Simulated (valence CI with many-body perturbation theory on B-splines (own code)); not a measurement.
## E1 transitions of Ir⁴⁴⁺

Method: relativistic CI+MBPT: five valence electrons over a frozen Dirac-Fock core [Ar] 3d10, radial functions for each j: 9 s, 9 p, 8 d, 6 f, 3 g, 1 h, with the one-electron correlation potential Σ1 (screened to all orders), the two-electron term Σ2, the three-electron term Σ3, Breit, model QED; selected single and double excitations, second order for the rest (own B-spline code, finite nucleus).

The last digits are not significant, and no measured levels were compared; by estimate large intervals hold to a few tenths of a per cent, small ones and those within an open d or f shell to about a per cent. Among the levels kept, up to 310 cm⁻¹ of a level comes from second order outside the variational space, and about a tenth of that is noise between levels of different J, which matters for small intervals.

Lines 101 to 150 of 209 in falling wavelength, among levels below 3516.1 × 10³ cm⁻¹, chosen from the strongest by gf and those to the six lowest levels. Wavelengths and rates use the calculated energies. Electric multipoles are in the length gauge, E1 and E2 with the static RPA response of the core. Weak lines are less certain than strong ones. Lines between different terms over intervals too small for the method are left out, as are lines whose strength nearly cancels. The highest levels of a list are the least certain.

Levels are named by their leading jj configuration (3d3/2^4 stands for four electrons in 3d with j = 3/2), which in mixed levels can hold well under half, so a name can repeat and another be missing. Letters in brackets count levels of one name in rising energy.

| λ vac (Å) | Upper | Lower | A (s⁻¹) | S (a.u.) with core polarisation | S without |
| --- | --- | --- | --- | --- | --- |
| 72.41 | (4s^2 4p3/2^2 4d3/2) J=1/2 | (4s^2 4p3/2^3) J=3/2 | 4.56e+09 | 1.71e-03 | 1.78e-03 |
| 71.41 | (4s^2 4p1/2 4p3/2 4d3/2) J=3/2 [b] | (4s^2 4p1/2 4p3/2^2) J=1/2 | 7.75e+08 | 5.57e-04 | 5.87e-04 |
| 71.14 | (4s 4p1/2^2 4p3/2 4d3/2) J=3/2 [b] | (4s 4p1/2^2 4p3/2^2) J=5/2 | 7.17e+09 | 5.10e-03 | 5.36e-03 |
| 71.00 | (4s^2 4p1/2 4p3/2 4d3/2) J=1/2 [b] | (4s^2 4p1/2 4p3/2^2) J=1/2 | 3.11e+07 | 1.10e-05 | 1.02e-05 |
| 69.09 | (4s^2 4p1/2 4p3/2 4d3/2) J=5/2 [b] | (4s^2 4p1/2 4p3/2^2) J=5/2 | 2.67e+09 | 2.61e-03 | 2.76e-03 |
| 69.07 | (4s^2 4p1/2 4p3/2 4d5/2) J=3/2 [a] | (4s^2 4p1/2 4p3/2^2) J=1/2 | 1.02e+09 | 6.67e-04 | 7.00e-04 |
| 68.53 | (4s^2 4p1/2 4p3/2 4d3/2) J=3/2 [b] | (4s^2 4p1/2 4p3/2^2) J=5/2 | 7.52e+08 | 4.78e-04 | 4.88e-04 |
| 68.42 | (4s^2 4p1/2^2 4f5/2) J=5/2 | (4s^2 4p1/2^2 4d5/2) J=5/2 | 5.98e+09 | 5.68e-03 | 5.95e-03 |
| 67.93 | (4s 4p1/2^2 4p3/2 4d5/2) J=3/2 [a] | (4s 4p1/2^2 4p3/2^2) J=3/2 | 4.20e+10 | 2.60e-02 | 2.72e-02 |
| 67.70 | (4s^2 4p1/2 4p3/2 4d5/2) J=7/2 [a] | (4s^2 4p1/2 4p3/2^2) J=5/2 | 8.85e+08 | 1.08e-03 | 1.14e-03 |
| 67.18 | (4s 4p1/2^2 4p3/2 4d5/2) J=3/2 [a] | (4s 4p1/2^2 4p3/2^2) J=1/2 | 1.31e+10 | 7.87e-03 | 8.25e-03 |
| 67.04 | (4s 4p1/2^2 4p3/2 4d3/2) J=3/2 [a] | (4s^2 4p1/2^2 4d5/2) J=5/2 | 2.17e+09 | 1.29e-03 | 1.36e-03 |
| 66.97 | (4s 4p1/2^2 4p3/2 4d3/2) J=5/2 [a] | (4s^2 4p1/2^2 4d5/2) J=5/2 | 3.38e+09 | 3.00e-03 | 3.14e-03 |
| 66.93 | (4s^2 4p1/2 4p3/2 4d3/2) J=5/2 [b] | (4s^2 4p1/2 4p3/2^2) J=3/2 | 4.43e+09 | 3.94e-03 | 4.15e-03 |
| 66.72 | (4s 4p1/2^2 4p3/2 4d3/2) J=7/2 | (4s^2 4p1/2^2 4d5/2) J=5/2 | 1.50e+10 | 1.76e-02 | 1.83e-02 |
| 66.51 | (4s^2 4p3/2^2 4d5/2) J=1/2 | (4s^2 4p3/2^3) J=3/2 | 4.15e+10 | 1.21e-02 | 1.26e-02 |
| 66.41 | (4s^2 4p1/2 4p3/2 4d3/2) J=3/2 [b] | (4s^2 4p1/2 4p3/2^2) J=3/2 | 3.34e+07 | 1.93e-05 | 1.92e-05 |
| 66.38 | (4s^2 4p1/2 4p3/2 4d5/2) J=3/2 [a] | (4s^2 4p1/2 4p3/2^2) J=5/2 | 8.79e+09 | 5.07e-03 | 5.33e-03 |
| 66.06 | (4s^2 4p1/2 4p3/2 4d3/2) J=1/2 [b] | (4s^2 4p1/2 4p3/2^2) J=3/2 | 1.04e+10 | 2.97e-03 | 3.12e-03 |
| 65.31 | (4s^2 4p1/2 4p3/2 4d5/2) J=5/2 [a] | (4s^2 4p1/2 4p3/2^2) J=5/2 | 7.35e+10 | 6.07e-02 | 6.37e-02 |
| 64.39 | (4s^2 4p1/2 4p3/2 4d5/2) J=3/2 [a] | (4s^2 4p1/2 4p3/2^2) J=3/2 | 7.81e+10 | 4.12e-02 | 4.32e-02 |
| 64.01 | (4s 4p1/2^2 4p3/2 4d5/2) J=5/2 | (4s 4p1/2^2 4p3/2^2) J=5/2 | 1.29e+11 | 1.00e-01 | 1.05e-01 |
| 63.55 | (4s^2 4p1/2^2 4d5/2) J=5/2 | (4s^2 4p1/2^2 4p3/2) J=3/2 | 1.76e+11 | 1.34e-01 | 1.40e-01 |
| 63.45 | (4s 4p1/2^2 4p3/2 4d5/2) J=1/2 | (4s 4p1/2^2 4p3/2^2) J=3/2 | 3.31e+10 | 8.35e-03 | 8.79e-03 |
| 63.38 | (4s^2 4p1/2 4p3/2 4d5/2) J=5/2 [a] | (4s^2 4p1/2 4p3/2^2) J=3/2 | 2.29e+10 | 1.72e-02 | 1.81e-02 |
| 63.08 | (4s^2 4p1/2^2 4f7/2) J=7/2 | (4s^2 4p1/2^2 4d5/2) J=5/2 | 1.49e+11 | 1.48e-01 | 1.55e-01 |
| 62.80 | (4s 4p1/2^2 4p3/2 4d5/2) J=1/2 | (4s 4p1/2^2 4p3/2^2) J=1/2 | 3.32e+11 | 8.12e-02 | 8.55e-02 |
| 62.55 | (4s 4p1/2^2 4p3/2 4d5/2) J=3/2 [b] | (4s 4p1/2^2 4p3/2^2) J=3/2 | 4.25e+10 | 2.05e-02 | 2.16e-02 |
| 62.53 | (4s 4p1/2^2 4p3/2 4d3/2) J=3/2 [b] | (4s^2 4p1/2^2 4d5/2) J=5/2 | 8.27e+09 | 3.99e-03 | 4.21e-03 |
| 62.37 | (4s^2 4p1/2 4p3/2 4d5/2) J=3/2 [b] | (4s^2 4p1/2 4p3/2^2) J=1/2 | 2.53e+11 | 1.21e-01 | 1.27e-01 |
| 62.37 | (4s 4p1/2^2 4p3/2 4d5/2) J=3/2 [a] | (4s 4p1/2^2 4p3/2^2) J=5/2 | 3.97e+10 | 1.90e-02 | 2.01e-02 |
| 61.98 | (4s^2 4p1/2 4p3/2 4d5/2) J=1/2 | (4s^2 4p1/2 4p3/2^2) J=1/2 | 3.32e+11 | 7.80e-02 | 8.22e-02 |
| 61.91 | (4s 4p1/2^2 4p3/2 4d5/2) J=3/2 [b] | (4s 4p1/2^2 4p3/2^2) J=1/2 | 2.52e+11 | 1.18e-01 | 1.24e-01 |
| 61.71 | (4s 4p1/2^2 4p3/2 4d5/2) J=7/2 [a] | (4s 4p1/2^2 4p3/2^2) J=5/2 | 2.25e+11 | 2.09e-01 | 2.20e-01 |
| 60.85 | (4s^2 4p1/2 4p3/2 4d5/2) J=7/2 [b] | (4s^2 4p1/2 4p3/2^2) J=5/2 | 5.64e+11 | 5.02e-01 | 5.28e-01 |
| 60.84 | (4s^2 4p1/2 4p3/2 4d5/2) J=5/2 [b] | (4s^2 4p1/2 4p3/2^2) J=5/2 | 7.75e+10 | 5.17e-02 | 5.45e-02 |
| 60.16 | (4s^2 4p1/2 4p3/2 4d5/2) J=3/2 [b] | (4s^2 4p1/2 4p3/2^2) J=5/2 | 8.84e+10 | 3.80e-02 | 4.01e-02 |
| 59.47 | (4s 4p1/2^2 4p3/2 4d5/2) J=7/2 [b] | (4s 4p1/2^2 4p3/2^2) J=5/2 | 4.12e+11 | 3.42e-01 | 3.61e-01 |
| 59.16 | (4s^2 4p1/2 4p3/2 4d5/2) J=5/2 [b] | (4s^2 4p1/2 4p3/2^2) J=3/2 | 7.91e+11 | 4.85e-01 | 5.11e-01 |
| 59.10 | (4s 4p1/2^2 4p3/2 4d3/2) J=5/2 [b] | (4s^2 4p1/2^2 4d5/2) J=5/2 | 2.26e+09 | 1.38e-03 | 1.48e-03 |
| 58.59 | (4s^2 4p1/2^2 4f5/2) J=5/2 | (4s^2 4p1/2^2 4d3/2) J=3/2 | 3.90e+10 | 2.32e-02 | 2.42e-02 |
| 58.52 | (4s^2 4p1/2 4p3/2 4d5/2) J=3/2 [b] | (4s^2 4p1/2 4p3/2^2) J=3/2 | 1.50e+10 | 5.93e-03 | 6.26e-03 |
| 58.18 | (4s^2 4p1/2 4p3/2 4d5/2) J=1/2 | (4s^2 4p1/2 4p3/2^2) J=3/2 | 1.47e+11 | 2.85e-02 | 3.01e-02 |
| 57.97 | (4s 4p1/2 4p3/2^3) J=3/2 [a] | (4s^2 4p1/2 4p3/2^2) J=1/2 | 3.62e+10 | 1.39e-02 | 1.47e-02 |
| 57.80 | (4s 4p1/2^2 4p3/2 4d5/2) J=3/2 [b] | (4s 4p1/2^2 4p3/2^2) J=5/2 | 7.82e+10 | 2.98e-02 | 3.15e-02 |
| 57.57 | (4s 4p1/2^2 4p3/2 4d3/2) J=3/2 [a] | (4s^2 4p1/2^2 4d3/2) J=3/2 | 1.26e+10 | 4.74e-03 | 5.01e-03 |
| 57.54 | (4s 4p1/2^2 4p3/2 4d3/2) J=1/2 [a] | (4s^2 4p1/2^2 4d3/2) J=3/2 | 8.88e+08 | 1.67e-04 | 1.76e-04 |
| 57.52 | (4s 4p1/2^2 4p3/2 4d3/2) J=5/2 [a] | (4s^2 4p1/2^2 4d3/2) J=3/2 | 2.09e+10 | 1.18e-02 | 1.23e-02 |
| 56.96 | (4s 4p1/2^2 4p3/2 4d5/2) J=5/2 | (4s^2 4p1/2^2 4d5/2) J=5/2 | 1.64e+11 | 8.95e-02 | 9.45e-02 |
| 56.59 | (4s 4p1/2^2 4p3/2^2) J=5/2 | (4s^2 4p1/2^2 4p3/2) J=3/2 | 2.51e+11 | 1.34e-01 | 1.42e-01 |
